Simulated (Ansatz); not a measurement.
Ideal-gas functions of F2H2NSTa (`[NH2][Ta]([F])([F])=[S]`) at 500 K and 1 bar, from an Ansatz frequency run at PBE0-D4/def2-TZVP.

Molar mass 267.03 g/mol, point group Cs (symmetry number 1), electronic degeneracy 1, moments of inertia 176.546, 256.651, 257.005 u Å². Harmonic wavenumbers (cm⁻¹, unscaled): 168, 168, 185, 186, 198, 350, 515, 545, 612, 676, 680, 712, 1541, 3562, 3668.

Use S(trans) = R[1.5 ln M + 2.5 ln T − 1.1517]; rotational temperatures θ = 24.2544 K / I; S(rot) = R[ln(√π/σ · √(T³/θAθBθC)) + 1.5]; for each mode x = 1.438777 ν̃/T, S = R[x/(eˣ − 1) − ln(1 − e⁻ˣ)] and H = RT x/(eˣ − 1); 1 cm⁻¹ = 0.0119627 kJ/mol; R = 8.31446 J/(mol·K).

Task: By hand: the entropy, in J/(mol·K).

Result: Translation 189.3. Rotation: θ = 0.1374, 0.0945, 0.0944 K, giving 122.6. Vibration, mode by mode: 14.44, 14.44, 13.65, 13.61, 13.10, 8.60, 5.77, 5.38, 4.61, 3.98, 3.94, 3.67, 0.54, 0.00, 0.00, in all 105.7. Electronic 0.0. Sum 417.6 J/(mol·K).

Task: By hand: H − E and G − E in kJ/mol, counted from the electronic energy.

Result: Zero-point energy ½ × 13766 × 0.0119627 = 82.3; thermal vibration 27.5; translation, rotation and pV give 4 RT = 16.6. H − E = 126.4 kJ/mol, and G − E = 126.4 − 500 × 417.6/1000 = -82.4 kJ/mol.

Vibration gives 25 % of the entropy. The sum counts one conformer and one mirror image; others add a mixing term.
